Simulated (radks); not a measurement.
Species: N3+. Configuration: 1s1.75 2s2 3d0.25 (fractional occupations, a model configuration). Method: scalar-relativistic Kohn-Sham, PBE, spin-unpolarised, spherical densities, point nucleus; computed with a radial shooting solver on a logarithmic mesh with Libxc functionals.

Normalised radial functions P(r) = r R(r), r in bohr:

```
   r/bohr * 3d (the largest magnitude, 0.634, reaches the edge; | marks zero)
  0.01134 *
  0.01269 *
  0.01419 *
  0.01587 *
  0.01775 *
  0.01986 *
  0.02221 *
  0.02504 *
  0.02801 *
  0.03133 *
  0.03505 *
   0.0392 *
  0.04384 *
  0.04904 *
  0.05529 *
  0.06185 *
  0.06917 *
  0.07737 *
  0.08654 *
   0.0968 *
   0.1083 *
   0.1221 *
   0.1365 *
   0.1527 *
   0.1708 |*
   0.1911 |*
   0.2137 |*
    0.239 |*
   0.2695 | *
   0.3015 | *
   0.3372 |  *
   0.3771 |   *
   0.4218 |    *
   0.4718 |      *
   0.5278 |        *
    0.595 |           *
   0.6656 |             *
   0.7444 |                 *
   0.8327 |                     *
   0.9314 |                         *
    1.042 |                              *
    1.165 |                                  *
    1.314 |                                        *
    1.469 |                                            *
    1.644 |                                                *
    1.838 |                                                    *
    2.056 |                                                      *
      2.3 |                                                      *
    2.572 |                                                    *
      2.9 |                                                 *
    3.244 |                                            *
    3.629 |                                     *
    4.059 |                              *
     4.54 |                      *
    5.078 |                *
     5.68 |          *
    6.404 |     *
    7.163 |  *
    8.012 | *
    8.961 |*
```

3d: eigenvalue -18.823 eV, 0 radial nodes, <r> = 2.65 bohr, 90 % of the charge inside 4.07 bohr.
